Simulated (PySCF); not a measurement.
Species: C6H9O2 (doublet state).
Structure used (GFN2-xTB), in Å, numbered top down from 1:
```
atom  x, y, z in Å
C1    -2.0865    0.2770   -0.5873
C2    -0.7039    0.8941   -0.4163
C3    -0.1153    0.5961    0.9666
O4     0.0099   -0.7788    1.2509
C5     0.9088   -1.5387    0.4661
C6     2.0640   -0.9068   -0.0944
C7     2.7741    0.0771   -0.4273
O8     3.5848    0.8391   -0.8235
H9    -2.0467   -0.7992   -0.4351
H10   -2.7801    0.6952    0.1383
H11   -2.4686    0.4716   -1.5863
H12   -0.7605    1.9781   -0.5273
H13   -0.0284    0.5170   -1.1877
H14   -0.7830    0.9694    1.7466
H15    0.8595    1.0948    1.0667
H16    1.2121   -2.3740    1.1142
H17    0.3528   -2.0002   -0.3753
```

The hyperfine couplings belong to this conformer and change with its torsions.

The species is `CCCOC[C]=C=O` [radical].

Computed with PySCF, UKS B3LYP, pcH-1 on C H O, non-relativistic, mean-field spin-orbit, GIAO. Isolated species at its GFN2-xTB geometry (one conformer only). A GFN2-xTB geometry isn't a minimum of the functional, and hyperfine couplings can be far from their values at a DFT geometry. No stability test was run, so a lower SCF solution isn't excluded.

Problem. Give the principal g shifts and their parts.

Solution. 
| Δg (ppt) | 1 | 2 | 3 |
| --- | --- | --- | --- |
| relativistic mass correction | -0.20 | -0.20 | -0.20 |
| gauge correction | -0.01 | 0.04 | 0.04 |
| orbital Zeeman/spin–orbit | -0.01 | 2.34 | 23.81 |
| total | -0.22 | 2.17 | 23.65 |

So g = 2.00210, 2.00449, 2.02597 and g_iso = 2.01085; the tensor is close to axial: the two nearest values differ by 10 % of g3 − g1. Axes: g3 points within 3° of the C7–O8 bond.

Problem. What effective moment and Curie constant follow for a powder?

Solution. With the mean of g² = 4.0436 and S(S+1) = 0.75: μ_eff = √(⟨g²⟩S(S+1)) = 1.741 μB and χT = 0.12505·⟨g²⟩·S(S+1) = 0.379 cm³ K/mol (cgs; spin-Hamiltonian part alone).

Problem. At 9.558 GHz, how far is the centre of the isotropic spectrum from where a free electron (g = 2.002319) resonates?

Solution. B = hν/(g μB) with μB/h = 13.99624 MHz/mT gives 341.05 mT for the free electron and 339.61 mT at g_iso, 1.45 mT lower.

Problem. What are the electron Larmor frequencies g μB B/h along the three axes at 1200 mT?

Solution. 33.6262, 33.6665, 34.0271 GHz for g1, g2 and g3, a range of 400.9 MHz.

Problem. In a frozen sample, at which fields do the three g values resonate at 9.5, 34, 94 and 263 GHz (hyperfine left aside), and which band first spreads them over more than twice a line width of 0.3 mT?

Solution. 
| band | GHz | B(g3) mT | B(g2) mT | B(g1) mT | spread mT |
| --- | --- | --- | --- | --- | --- |
| X | 9.5 | 335.03 | 338.62 | 339.02 | 3.99 |
| Q | 34.0 | 1199.04 | 1211.89 | 1213.34 | 14.30 |
| W | 94.0 | 3315.00 | 3350.51 | 3354.53 | 39.53 |
| J | 263.0 | 9274.95 | 9374.31 | 9385.54 | 110.59 |

The spread grows in proportion to the frequency. X band is the first where it exceeds 0.6 mT.

The Mulliken spin populations are largest on C6 (+0.61) and O8 (+0.32).

The HOMO–LUMO gaps are 7.50 eV among the α and 2.56 eV among the β orbitals.
